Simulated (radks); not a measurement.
Neutral barium, configuration [Xe] 6s2. All-electron calculation, Dirac Kohn-Sham, LDA (Slater exchange, Perdew-Wang correlation), spin-unpolarised, spherical densities, finite nucleus; Fermi nuclear charge, rms radius 4.8378 fm. Program: a radial shooting solver on a logarithmic mesh with Libxc functionals.

X-ray form factor f0, the Fourier transform of the density (f0(0) = 56):

sin(theta)/lambda (1/angstrom),f0 (electrons)
0.05,54.436
0.1,51.211
0.15,47.856
0.2,44.594
0.25,41.479
0.3,38.625
0.4,33.823
0.5,29.937
0.6,26.646
0.8,21.561
1,18.231
1.25,15.448
1.5,13.154
2,9.214
